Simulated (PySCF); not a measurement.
A structure optimised at B3LYP-D3(BJ)/def2-TZVP, used in a PySCF frequency run:

```xyz
4

Ga     0.0000     0.0000    -0.7101
H      0.0000    -1.4105    -1.3691
H      0.0000     1.4105    -1.3691
Cl     0.0000     0.0000     1.4560
```

Write its SMILES, formula and point group.

[Cl][GaH2], ClGaH₂, C2v

What are its rotational constants (standard atomic weights)?

126.00, 4.4297, 4.2793 GHz
